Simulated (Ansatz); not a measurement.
Program: Ansatz. Geometries: PBE0-D4/def2-TZVP. ΔE: electronic, gas phase. CCSD(T)/CBS adds triple-zeta CCSD(T) − MP2 to the extrapolated MP2 energy (def2 sets, frozen cores). This one scheme is used for every species. DFT in def2-TZVPP. B3LYP here is the variant with VWN-RPA as its local correlation; programs differ in this. Each species was taken in one conformer, which may not be the lowest.

`CO[SiH2]N[SiH2]O` + H–F → `CO[SiH2]N[SiH2]F` + H₂O  (ligand exchange at the Si–O bond)

CCSD(T)/CBS gives -0.48 eV.

Another level gave -0.46 eV. Which?
A. CCSD(T)/def2-TZVPP
B. PBE0/def2-TZVPP
C. HF/def2-TZVPP
D. B3LYP/def2-TZVPP

A. CCSD(T)/def2-TZVPP -0.46, PBE0 -0.50, HF/def2-TZVPP -0.62, B3LYP -0.57 eV.

Largest T1 diagnostic among the species: 0.011.

The D4 term adds +0.10 eV with B3LYP and +0.06 eV with PBE0; it sums over pairs of atoms, weighted by their polarisabilities, and B3LYP, whose exchange is more repulsive, gets the larger term. In def2-TZVPP, CCSD(T) changes the Hartree–Fock value by +0.16 eV (the triples alone add +0.03 eV) and MP2 by +0.18 eV.
